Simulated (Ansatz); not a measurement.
CCl$_{3}$NSi, SMILES `N#C[Si](Cl)(Cl)Cl`, relaxed with RKS PBE-D4/def2-SVP in Ansatz 0.2.0 from a rough embedded geometry. The force threshold is 0.03 eV/Å; the program also tests the step.

Charge 0, multiplicity 1.

Start:

```xyz
6

N     2.315   -1.304    0.130
C     1.250   -0.690    0.072
Si   -0.398    0.234    0.002
Cl   -1.294    0.253    1.744
Cl   -1.706   -0.657   -1.306
Cl   -0.166    2.164   -0.642
```

(1) How much energy does the relaxation release, and in how many steps? (Estimate.)

(2) Which bonds change most? (An estimate is asked.)

(3) Give the relaxed structure. (An estimate is asked.)

Results:

(1) Ansatz gave: 33.01 kJ/mol, in 3 steps.

(2) Computed: Si3–Cl4 from 1.959 to 2.046 Å; N1–C2 from 1.230 to 1.173 Å; C2–Si3 from 1.891 to 1.847 Å; Si3–Cl5 from 2.054 to 2.047 Å.

(3) The calculation gave: 
```xyz
6

N     2.202   -1.233    0.113
C     1.182   -0.656    0.056
Si   -0.430    0.241   -0.022
Cl   -1.254    0.230    1.851
Cl   -1.637   -0.738   -1.353
Cl   -0.064    2.156   -0.644
```
